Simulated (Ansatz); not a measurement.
Geometry optimisation, RKS PBE0-D4/def2-SVP in Ansatz 0.2.0.

Input:

```yaml
crystal:
  periodic: [false, false, false]
  atoms:
    - { symbol: "N", position_ang: [-0.5498, -0.7102, 2.394] }
    - { symbol: C, position_ang: [0.0863, -0.5909, 1.0958] }
    - { symbol: O, position_ang: [-0.662, -1.1864, 0.0228] }
    - { symbol: Si, position_ang: [-0.5083, 0.4398, -0.3098] }
    - { symbol: Si, position_ang: [0.8249, 0.8923, -2.0248] }
    - { symbol: H, position_ang: [0.05869, -0.85307, 3.1109] }
    - { symbol: H, position_ang: [-0.99966, 0.20358, 2.59936] }
    - { symbol: H, position_ang: [1.2079, -0.6698, 1.1117] }
    - { symbol: H, position_ang: [-1.9624, 0.9904, -0.1743] }
    - { symbol: H, position_ang: [0.9282, 2.371, -2.1963] }
    - { symbol: H, position_ang: [2.1903, 0.4038, -1.7142] }
    - { symbol: H, position_ang: [0.3875, 0.3099, -3.276] }
basis:
  gaussian: { orbitals: def2-SVP }
hamiltonian:
  xc: pbe0
  dispersion: d4
relax:
  f_tol: 0.015
  max_steps: 40
```

Run as:

```bash
$ ansatz run input.yaml --threads 2 --pin off --max-ram 3072MiB --backend cpu --events-out ev --progress --plain --runs-dir out
```

Task: Where does it end, and by what steps?

Result: The forces met the threshold. The force dipped under the threshold on the way, but the program's further checks kept it going. After 20 steps the energy has fallen by 0.626 eV; H7 moved furthest, 0.81 Å.

```json
{"step": "0", "energy less start (eV)": "0.0000", "largest force component (eV/Å)": "3.476", "accepted": "yes"}
{"step": "1", "energy less start (eV)": "-0.5343", "largest force component (eV/Å)": "1.040", "accepted": "yes"}
{"step": "2", "energy less start (eV)": "-0.5734", "largest force component (eV/Å)": "0.339", "accepted": "yes"}
{"step": "3", "energy less start (eV)": "-0.5748", "largest force component (eV/Å)": "0.235", "accepted": "yes"}
{"step": "4", "energy less start (eV)": "-0.5826", "largest force component (eV/Å)": "0.134", "accepted": "yes"}
{"step": "5", "energy less start (eV)": "-0.5716", "largest force component (eV/Å)": "0.455", "accepted": "no"}
{"step": "6", "energy less start (eV)": "-0.5886", "largest force component (eV/Å)": "0.050", "accepted": "yes"}
{"step": "7", "energy less start (eV)": "-0.5908", "largest force component (eV/Å)": "0.205", "accepted": "yes"}
{"step": "8", "energy less start (eV)": "-0.5983", "largest force component (eV/Å)": "0.278", "accepted": "yes"}
{"step": "9", "energy less start (eV)": "-0.5912", "largest force component (eV/Å)": "0.776", "accepted": "no"}
{"step": "10", "energy less start (eV)": "-0.6089", "largest force component (eV/Å)": "0.162", "accepted": "yes"}
{"step": "11", "energy less start (eV)": "-0.6142", "largest force component (eV/Å)": "0.280", "accepted": "yes"}
{"step": "12", "energy less start (eV)": "-0.6194", "largest force component (eV/Å)": "0.224", "accepted": "yes"}
{"step": "13", "energy less start (eV)": "-0.6190", "largest force component (eV/Å)": "0.243", "accepted": "no"}
{"step": "14", "energy less start (eV)": "-0.6245", "largest force component (eV/Å)": "0.119", "accepted": "yes"}
{"step": "15", "energy less start (eV)": "-0.6244", "largest force component (eV/Å)": "0.115", "accepted": "no"}
{"step": "16", "energy less start (eV)": "-0.6253", "largest force component (eV/Å)": "0.015", "accepted": "yes"}
{"step": "17", "energy less start (eV)": "-0.6255", "largest force component (eV/Å)": "0.049", "accepted": "yes"}
{"step": "18", "energy less start (eV)": "-0.6257", "largest force component (eV/Å)": "0.018", "accepted": "yes"}
{"step": "19", "energy less start (eV)": "-0.6252", "largest force component (eV/Å)": "0.039", "accepted": "no"}
{"step": "20", "energy less start (eV)": "-0.6258", "largest force component (eV/Å)": "0.004", "accepted": "yes"}
```

```xyz
12
Properties=species:S:1:pos:R:3
N -0.505 -0.768 2.450
C 0.153 -0.601 1.215
O -0.507 -1.185 0.120
Si -0.387 0.506 -0.211
Si 0.840 0.948 -2.144
H -0.004 -0.330 3.218
H -1.467 -0.442 2.438
H 1.222 -0.859 1.294
H -1.703 1.201 -0.068
H 1.019 2.424 -2.309
H 2.180 0.303 -2.005
H 0.161 0.405 -3.360
```

Whether the end is a true minimum wasn't checked by a vibrational analysis.

The run took 52 s on 2 threads of Intel(R) Xeon(R) Platinum 8488C (Sapphire Rapids), on a shared host, peak memory 0.27 GiB.
